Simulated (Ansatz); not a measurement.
A series at Ge: from `[Cl][GeH3]`, ligands are replaced one by one, each step taking up H–F and setting free H₂; n counts the steps. Ansatz, PBE0-D4/def2-TZVP geometries.

CBS adds triple-zeta CCSD(T) − MP2 to the MP2 limit, frozen cores; atoms without spin–orbit coupling. Outer-core shells of Ge are correlated without core-valence functions. Scalar relativity is left out up to krypton. Spin–orbit coupling is left out.

```
n                 molecule  atomization energy, CCSD(T)/CBS (kJ/mol)
0             `[Cl][GeH3]`                                         ?
1          `[F][GeH2][Cl]`                                    1462.9
2      `[F][GeH]([F])[Cl]`                                    1641.0
3  `[F][Ge]([F])([F])[Cl]`                                    1803.1
```

By hand: fit a straight line y = ȳ + b (n − n̄) to the 3 given rows and predict n = 0.

n̄ = 2.000, ȳ = 1635.67; Σ(n − n̄)(y − ȳ) = 340.20, Σ(n − n̄)² = 2.000, so b = 170.10 kJ/mol a step. Prediction: 1635.67 + (170.10) × (-2.000) = 1295.5 kJ/mol.

By hand: compare with the computed value, 1289.9 kJ/mol, and give the steps along the whole series.

The line misses by -5.6 kJ/mol (computed minus predicted). Steps: 173.0, 178.1, 162.1 kJ/mol.

The steps differ by up to 16.0 kJ/mol, small against a whole step but well beyond the method's doubt, so the ligands' effects don't simply add. The miss is 1.1 % of the series' range. The energies themselves are unsure by some kJ/mol a bond, though much of that is common to the series.
